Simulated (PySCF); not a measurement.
Species: C6H11O2 (doublet state).
Numbering: `[CH3:1][O:2][C@@H:3]1[CH2:4][CH:5][CH2:6][CH2:7][O:8]1` (hydrogens: H9, H10, H11 on C1; H12 on C3; H13, H14 on C4; H15 on C5; H16, H17 on C6; H18, H19 on C7)

Geometry (GFN2-xTB, Å), atoms numbered from 1 in this order:
```
atom  x, y, z in Å
C1     2.3165   -0.1879   -1.1063
O2     1.2114   -0.7451   -0.4292
C3     0.7684    0.0189    0.6542
C4    -0.2463   -0.8482    1.4527
C5    -1.4989   -0.9532    0.6763
C6    -2.0674    0.3443    0.2488
C7    -0.9617    1.1078   -0.5218
O8     0.2034    1.2405    0.2670
H9     2.5374   -0.8592   -1.9334
H10    3.1846   -0.1206   -0.4398
H11    2.0862    0.8112   -1.4889
H12    1.6212    0.3052    1.2951
H13    0.2073   -1.8188    1.6422
H14   -0.4123   -0.3267    2.4007
H15   -1.6794   -1.8333    0.0847
H16   -2.9403    0.2253   -0.3917
H17   -2.3373    0.9534    1.1174
H18   -1.2708    2.1283   -0.7575
H19   -0.7316    0.5672   -1.4484
```

The hyperfine couplings belong to this conformer and change with its torsions.

Computed with UKS B3LYP, pcH-1 on C H O, non-relativistic, mean-field spin-orbit, GIAO (PySCF 2.14.0). The structure is a single GFN2-xTB conformer in the gas phase; no vibrational or solvent corrections. The geometry wasn't refined by DFT: couplings that depend on bond lengths, twists or pyramidal angles can differ widely from those at the functional's own minimum. Stability of the SCF solution: not tested.

The Mulliken spin populations are largest on C5 (+1.00), C4 (-0.08) and C6 (-0.07). C5 is the only atom above +0.15. The positive populations add up to 1.19 and the negative ones to -0.19, together 2S = 1. The angles at C5 add up to 353.4°, so it is slightly pyramidal.

Question: How do the β-proton couplings of this frozen conformer go with θ, the angle between the C–H bond and the normal to the plane of the spin centre's three neighbours, both seen down the bond from centre to carbon?

Answer: 
```json
{"β H": "H13", "on": "C4", "centre": "C5", "θ (°)": "85", "cos²θ": "0.01", "a (G)": "+2.06"}
{"β H": "H14", "on": "C4", "centre": "C5", "θ (°)": "38", "cos²θ": "0.62", "a (G)": "+24.91"}
{"β H": "H16", "on": "C6", "centre": "C5", "θ (°)": "83", "cos²θ": "0.01", "a (G)": "+2.65"}
{"β H": "H17", "on": "C6", "centre": "C5", "θ (°)": "40", "cos²θ": "0.59", "a (G)": "+21.82"}
```

Fitting the Heller–McConnell form a = ρ(B0 + B2 cos²θ), with Mulliken ρ = 1.00, gives B0 = 1.9 G and B2 = 35.3 G; with only two distinct angles the two parameters are fixed exactly. By this fit the coupling would be 37.3 G at θ = 0° and 1.9 G at 90°.

Couplings in gauss use g_iso = 2.0028.
